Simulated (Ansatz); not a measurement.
Reaction (substitution at a C–C bond): `C[N](C)[Hf]([OH])([F])[CH2]C(C)(C)C` + HI → `CC(C)(C)I` + `C[N](C)[Hf]([CH3])([OH])[F]`

Computed with Ansatz on PBE0-D4/def2-TZVP structures; ΔE is electronic, products minus reactants. CBS: MP2 limit from def2 TZ/QZ plus the TZ coupled-cluster correction, frozen cores. Functionals use def2-TZVPP. B3LYP here is the variant with VWN-RPA as its local correlation; programs differ in this. HSE06 is defined as in plane-wave codes. def2 core potentials past Kr. For Hf, I outer-core shells are correlated without core-valence functions, which leaves a few kJ/mol of doubt a bond. One conformer a species, not always the lowest.

`C[N](C)[Hf]([OH])([F])[CH2]C(C)(C)C`:

```xyz
29

C    -0.761   -1.217   -2.682
N    -1.261   -1.154   -1.330
C    -1.268   -2.445   -0.683
Hf   -1.871    0.554   -0.429
O    -2.491    1.798   -1.763
F    -2.998    0.157    1.079
C    -0.037    1.546    0.393
C     1.078    0.756    1.092
C     0.477   -0.202    2.118
C     2.029    1.714    1.812
C     1.873   -0.043    0.062
H    -1.358   -1.902   -3.302
H    -0.789   -0.232   -3.155
H     0.280   -1.570   -2.711
H    -0.253   -2.857   -0.589
H    -1.868   -3.173   -1.247
H    -1.693   -2.380    0.323
H    -3.039    2.428   -2.221
H    -0.458    2.274    1.109
H     0.396    2.162   -0.409
H     1.258   -0.729    2.675
H    -0.148    0.331    2.840
H    -0.144   -0.965    1.637
H     1.498    2.287    2.577
H     2.846    1.173    2.301
H     2.469    2.425    1.107
H     2.331    0.622   -0.676
H     1.227   -0.744   -0.472
H     2.675   -0.613    0.542
```

HI:

Cartesian coordinates in Å:
```
I -0.612 0.472 0.224
H 0.612 -0.472 -0.224
```

`CC(C)(C)I`:

Z-matrix (Å, degrees):
```
C
C 1 1.515
H 1 1.097 2 108.7
H 1 1.091 2 111.6 3 119.2
H 1 1.091 2 111.6 3 -119.2
C 2 1.515 1 111.7 3 -62.9
C 2 1.515 1 111.7 3 62.9
I 2 2.197 1 107.2 3 -180.0
H 6 1.091 2 111.6 1 -177.9
H 6 1.091 2 111.6 1 -56.2
H 6 1.097 2 108.7 1 62.9
H 7 1.097 2 108.7 1 -62.9
H 7 1.091 2 111.6 1 177.9
H 7 1.091 2 111.6 1 56.2
```

`C[N](C)[Hf]([CH3])([OH])[F]`:

Z-matrix (Å, degrees):
```
Hf
C 1 2.231
N 1 2.021 2 104.0
O 1 1.925 2 107.1 3 -116.0
C 1 3.130 2 107.7 3 -21.6
C 1 2.996 2 97.1 3 24.5
F 1 1.925 2 105.3 3 116.1
H 2 1.097 1 111.7 3 -177.0
H 2 1.096 1 111.4 3 -57.1
H 2 1.095 1 111.6 3 62.7
H 4 0.952 1 160.4 2 -103.3
H 5 1.100 1 124.1 2 156.9
H 5 1.093 1 80.4 2 -98.0
H 5 1.099 1 122.8 2 7.1
H 6 1.099 1 125.6 2 173.8
H 6 1.096 1 74.9 2 73.3
H 6 1.099 1 123.9 2 -27.6
```

(1) Is it downhill or uphill in electronic energy at CCSD(T)/CBS, and by how much? (Estimate.)

(2) What do these levels give: r2SCAN-D4, B97M-V, r2SCANh-D4, HSE06-D4, CAM-B3LYP-D4, ωB97M-V, B2PLYP, r2SCAN, B3LYP, BHLYP, MP2/def2-SVP, CCSD/def2-TZVPP? (Best estimate.)

Largest T1 diagnostic among the species: 0.015.

## Answers

(1) The calculation gave: Downhill: ΔE = -0.19 eV.

(2) The calculation gave: r2SCAN-D4 -0.19, B97M-V -0.12, r2SCANh-D4 -0.18, HSE06-D4 -0.17, CAM-B3LYP-D4 -0.12, ωB97M-V -0.11, B2PLYP -0.26, r2SCAN -0.24, B3LYP -0.33, BHLYP -0.26, MP2/def2-SVP 0.09, CCSD/def2-TZVPP -0.09 eV.

Leaving LDA and LC-ωPBE aside and taking each functional with its dispersion term where it has one, the values, not all of them listed here, spread over 0.16 eV, from B2PLYP to ωB97X-V. LDA lies +0.23 eV from PBE without D4. From BLYP to BHLYP (50 % exact exchange), in def2-TZVPP and without D4, ΔE moves by +0.14 eV.
